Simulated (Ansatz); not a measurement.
Abstraction of H: CH2F2 + GeH2(SiH2)(SiH3) → CHF2 + GeH2(SiH3)2

Species: CH2F2 (difluoromethane) `FCF`, singlet; GeH2(SiH2)(SiH3), doublet; CHF2 (difluoromethyl radical) `F[CH]F`, doublet; GeH2(SiH3)2, singlet. A radical takes H: the energy is the difference in strength between the C–H bond broken and the Si–H bond made.

Shapes, held fixed at every level: PBE0-D4/def2-TZVP. Flexible molecules stand in one conformer, not always the lowest. Programs: Ansatz 0.2.0. The zero-point and thermal change to 298 K, harmonic and unscaled (PBE0-D4/def2-TZVP), is -10.9 kJ/mol.

Estimate ΔH(298 K) of this reaction.

The highest level, CCSD(T)/def2-TZVPP, gives ΔH(298 K) = +51.6 kJ/mol; the levels span +33.3 to +56.5. The column of differences is taken from that level and isn't an error. No measured value is set beside it here. Open shells run unrestricted. Relativity is left out for Ge. Outer-core shells of Ge are correlated in most correlated rows, in sets that cover them unevenly. Times are processor times on shared x86 and Arm servers, and rough.

```csv
level,kind,ΔH(298 K) (kJ/mol),less CCSD(T)/def2-TZVPP,CPU time (sum over the molecules)
MP2/def2-TZVPP,perturbation theory,+56.5,+4.9,–
HF/def2-TZVPP,Hartree–Fock,+33.3,-18.3,–
r2SCAN-D4/def2-TZVPP,meta-GGA,+43.4,-8.2,47 s
PBE0-D4/def2-TZVPP,global hybrid,+49.3,-2.3,32 s
r2SCAN0-D4/def2-TZVPP,global hybrid,+43.8,-7.8,62 s
wB97M-V/def2-TZVPP,range-separated hybrid,+45.1,-6.5,1.9 min
CCSD(T)/def2-TZVPP,coupled cluster or CI,+51.6,0.0,21 min
```
